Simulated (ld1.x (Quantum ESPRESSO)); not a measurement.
## How hard is this cerium (Ce) PAW potential?

- Element: Ce
- Generator: ld1.x (Quantum ESPRESSO) 7.5
- Type: PAW
- Functional: PBE
- Relativity: scalar-relativistic
- Frozen core: [Xe]
- Valence charge: 4
- Reference configuration: 4f1 5d0 6s0 6p0 (charge +3)
- Partial waves: 6s (bound, empty): rcut 2.60, rcutus 3.30 bohr; 6s channel at 3.65 Ry: rcut 2.60, rcutus 3.30 bohr; 6p (bound, empty): rcut 3.45, rcutus 4.10 bohr; 6p channel at 3.2 Ry: rcut 3.45, rcutus 4.10 bohr; 5d (bound, empty): rcut 2.90, rcutus 3.75 bohr; 5d channel at 1.05 Ry: rcut 2.90, rcutus 3.75 bohr; 4f (bound): rcut 0.95, rcutus 1.05 bohr; 4f channel at 0.15 Ry: rcut 0.95, rcutus 1.05 bohr
- Local potential: all-electron potential smoothed inside 3.80 bohr (lloc = -2)
- Core correction: Bessel-smoothed model core inside 1.10 bohr
- Augmentation charge: BESSEL, radius 0.80 bohr

The pseudo-atom Hamiltonian at the reference potential is diagonalised in spherical Bessel functions j_l(qr) that vanish at 20 bohr, with q² up to the cutoff. All-electron valence levels (Ry): 6s -1.5199, 6p -1.1825, 5d -1.7391, 4f -2.1054.

Task: How do the lowest levels (Ry) of each channel move with the cutoff, and are there ghosts?

Result:

```json
{"cutoff (Ry)": "8", "s #1": "-1.5198", "p #1": "-1.1825", "d #1": "-1.7389", "d #2": "-0.7231", "f #1": "-0.7396", "f #2": "-0.4281", "Σ f·Δε (mRy)": "1365.9"}
{"cutoff (Ry)": "15", "s #1": "-1.5199", "p #1": "-1.1826", "d #1": "-1.7391", "d #2": "-0.7239", "f #1": "-0.8056", "f #2": "-0.4539", "Σ f·Δε (mRy)": "1299.9"}
{"cutoff (Ry)": "30", "s #1": "-1.5199", "p #1": "-1.1826", "d #1": "-1.7391", "d #2": "-0.7239", "f #1": "-0.8744", "f #2": "-0.4781", "Σ f·Δε (mRy)": "1231.1"}
{"cutoff (Ry)": "45", "s #1": "-1.5199", "p #1": "-1.1826", "d #1": "-1.7391", "d #2": "-0.7239", "f #1": "-1.0153", "f #2": "-0.5236", "Σ f·Δε (mRy)": "1090.2"}
{"cutoff (Ry)": "70", "s #1": "-1.5199", "p #1": "-1.1826", "d #1": "-1.7391", "d #2": "-0.7239", "f #1": "-1.6564", "f #2": "-0.6385", "Σ f·Δε (mRy)": "449.1"}
{"cutoff (Ry)": "100", "s #1": "-1.5199", "p #1": "-1.1826", "d #1": "-1.7391", "d #2": "-0.7239", "f #1": "-2.0734", "f #2": "-0.6739", "Σ f·Δε (mRy)": "32.1"}
{"cutoff (Ry)": "160", "s #1": "-1.5199", "p #1": "-1.1826", "d #1": "-1.7391", "d #2": "-0.7239", "f #1": "-2.1038", "f #2": "-0.6761", "Σ f·Δε (mRy)": "1.7"}
{"cutoff (Ry)": "230", "s #1": "-1.5199", "p #1": "-1.1826", "d #1": "-1.7391", "d #2": "-0.7239", "f #1": "-2.1053", "f #2": "-0.6762", "Σ f·Δε (mRy)": "0.2"}
{"cutoff (Ry)": "400", "s #1": "-1.5199", "p #1": "-1.1826", "d #1": "-1.7391", "d #2": "-0.7239", "f #1": "-2.1055", "f #2": "-0.6762", "Σ f·Δε (mRy)": "0.0"}
```

Result: no extra level below or beside the all-electron valence levels (s, p, d, f tested); 10 mRy is reached at 120 Ry and 1 mRy at 180 Ry.

Test run stopped at test 1 of 7 (negative rho).
